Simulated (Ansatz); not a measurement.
**C4H7BO: where a starting geometry ends**

The starting geometry of this gas-phase singlet was optimised with GFN2-xTB; its bonds are those of `B[C@@H]1O[C@H]1C=C`.

```yaml
atoms:
  - { symbol: C, position_ang: [0.4699, 1.0655, 0.4146] }
  - { symbol: C, position_ang: [0.7955, -0.3057, -0.1128] }
  - { symbol: C, position_ang: [-0.1589, -1.4018, 0.1165] }
  - { symbol: C, position_ang: [-0.5219, -2.2593, -0.8224] }
  - { symbol: B, position_ang: [0.8454, 2.2959, -0.4406] }
  - { symbol: O, position_ang: [1.4781, 0.2315, 0.9594] }
  - { symbol: H, position_ang: [0.0305, 3.1037, -0.6533] }
  - { symbol: H, position_ang: [1.9207, 2.3851, -0.8835] }
  - { symbol: H, position_ang: [-0.4265, 1.0808, 1.0373] }
  - { symbol: H, position_ang: [1.3565, -0.3595, -1.0448] }
  - { symbol: H, position_ang: [-0.5557, -1.4644, 1.1208] }
  - { symbol: H, position_ang: [-0.1263, -2.2027, -1.8232] }
  - { symbol: H, position_ang: [-1.2242, -3.0502, -0.6272] }
```

**Question.** Predict what becomes of its bonds when it is optimised with r2SCAN-D4/def2-SVP.

**Answer.** It keeps its bonds, and is `B[C@@H]1O[C@H]1C=C`.

The energy falls by 0.11 eV over 9 steps:

```json
{"step": "1", "E − E(last) (eV)": "0.111"}
{"step": "2", "E − E(last) (eV)": "0.019"}
{"step": "3", "E − E(last) (eV)": "0.010"}
{"step": "4", "E − E(last) (eV)": "0.003"}
{"step": "5", "E − E(last) (eV)": "0.001"}
{"step": "6", "E − E(last) (eV)": "0.000"}
{"step": "7", "E − E(last) (eV)": "0.000"}
{"step": "8", "E − E(last) (eV)": "0.000"}
{"step": "9", "E − E(last) (eV)": "0.000"}
```

Final geometry (Å):

```xyz
13

C     0.4865    1.0896    0.5042
C     0.7637   -0.2608   -0.1354
C    -0.1810   -1.3674    0.0972
C    -0.5054   -2.2726   -0.8347
B     0.8458    2.2624   -0.4195
O     1.5184    0.1936    0.9532
H    -0.0086    3.0496   -0.7499
H     1.9620    2.3376   -0.8718
H    -0.3993    1.0914    1.1570
H     1.2979   -0.2791   -1.0989
H    -0.6112   -1.4130    1.1056
H    -0.0722   -2.2337   -1.8403
H    -1.2135   -3.0787   -0.6258
```

The end wasn't checked by frequencies. Run with Ansatz 0.2.0, 11 s on 2 threads of Intel(R) Xeon(R) 6975P-C (Granite Rapids), on a shared host.
